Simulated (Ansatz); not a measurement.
Input file for Ansatz (a program for electronic structure): U-BHLYP/def2-TZVPP on H3W (SMILES [WH3]), 2S+1 = 2, a spin state set in the input, which need not be the lowest. Elements past Kr take the def2 small-core potentials; no spin–orbit coupling.

Ansatz 0.2 input:
```yaml
crystal:
  periodic: [false, false, false]
  atoms:
    - {symbol: W, position_ang: [0.28049076, 0.06999060, -0.13904390]}
    - {symbol: H, position_ang: [0.59908927, -0.47936465, 1.45234567]}
    - {symbol: H, position_ang: [-0.49137877, 1.59653724, -0.23711222]}
    - {symbol: H, position_ang: [-0.44628897, -1.12009790, -1.13223371]}
basis:
  gaussian:
    orbitals: def2-TZVPP
hamiltonian:
  xc: {name: BHLYP}
magnetization: {spin_polarized: true, initial_magnetization: 1}
```

The log:

```
WARN ansatz: RAYON_NUM_THREADS=1 ignored (pool sized by the plan → 1); use --threads N
Functional definition: BHLYP
integrals: 0.02 GiB planned
651 factors; their error is unknown
mean field: 0.30 GiB planned
mean field evaluation 1: about -1865.0451 eV, gradient 1.2e1 eV
mean field evaluation 2: about -1865.7147 eV, gradient 6.4e0 eV
mean field evaluation 4: about -1865.9393 eV, gradient 7.3e-1 eV
mean field evaluation 8: about -1865.9772 eV, gradient 1.9e-1 eV
mean field evaluation 16: about -1866.9403 eV, gradient 7.9e-1 eV
mean field evaluation 32: about -1866.8286 eV, gradient 3.3e0 eV
mean field evaluation 64: about -1866.9774 eV, gradient 7.9e-6 eV
mean field -1866.97735291 eV, -68.6101522368 hartree, gradient 7.9e-6 eV, S^2 1.754987; 15 other end points of the search recorded, 0 dependent functions left out
reference -1866.97750236 eV, -68.6101577288 hartree; 9, 8 occupied and 89, 90 virtual orbitals, 651 factors
Total energy: -1866.97750236 eV, -68.6101577288 hartree
```

The run converged. Its determinant has ⟨S²⟩ = 1.75, a mixture of spin states.

Cost: about 11 core-seconds (a rough figure).
